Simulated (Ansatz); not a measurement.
`[CH3][Ga]([SH])[Br]` + H₂ → `[CH3][GaH][SH]` + HBr at 500 K and 1 bar (hydrogenolysis of a Ga–Br bond).

Gas-phase electronic energies from Ansatz, PBE0-D4/def2-TZVP geometries. CBS: MP2 limit from def2 TZ/QZ plus the TZ coupled-cluster correction, frozen cores. This one scheme is used for every species. For Br, Ga outer-core shells are correlated without core-valence functions, which leaves a few kJ/mol of doubt a bond. Scalar relativity is left out up to krypton. Each species was taken in one conformer, which may not be the lowest.

| species | CCSD(T)/CBS energy (Eh) | H − E (kJ/mol) | S (J/(mol·K)) |
| --- | --- | --- | --- |
| `[CH3][Ga]([SH])[Br]` | -4935.60396 | 166.6 | 435.0 |
| H₂ | -1.17544 | 41.0 | 145.5 |
| `[CH3][GaH][SH]` | -2362.81343 | 175.4 | 386.5 |
| HBr | -2573.91920 | 30.5 | 213.7 |

H − E and S are ideal-gas, rigid-rotor, harmonic terms from PBE0-D4/def2-TZVP, for one conformer and one mirror image of each species. The MP2-based limit puts H₂ 0.8 mEh under its directly extrapolated value; such offsets cancel only in part. 1 Eh = 2625.50 kJ/mol, R = 8.31446 J/(mol·K).

Task: By hand: ΔE, ΔH, ΔS and ΔG.

Result: ΔE = (-2362.81343) + (-2573.91920) − (-4935.60396) − (-1.17544) = 0.04677 Eh = 122.8 kJ/mol. Δ(H − E) = 175.4 + 30.5 − 166.6 − 41.0 = -1.7, so ΔH = 121.1 kJ/mol. ΔS = 386.5 + 213.7 − 435.0 − 145.5 = 19.7 J/(mol·K). ΔG = 121.1 − 500 × (19.7)/1000 = 111.2 kJ/mol.

Task: By hand: the equilibrium constant, and the temperature at which ΔG would vanish if ΔH and ΔS stayed fixed.

Result: log₁₀ K = −ΔG/(RT ln 10) = -11.6. ΔG = 0 at ΔH/ΔS = 6147 K, far beyond where these terms or the molecules hold.

ΔH outweighs TΔS. A doubt of 5 kJ/mol in ΔE shifts log₁₀ K by 0.5 here. Other conformers and mirror images would add mixing entropy, several J/(mol·K) or more a flexible species. Modes under 60 cm⁻¹, often nearly free rotors, make the harmonic entropy too high. These are equilibria of isolated gas molecules and say nothing of rates. Largest T1 diagnostic: 0.012 (customary marks: 0.02 for closed shells, 0.045 for open ones).
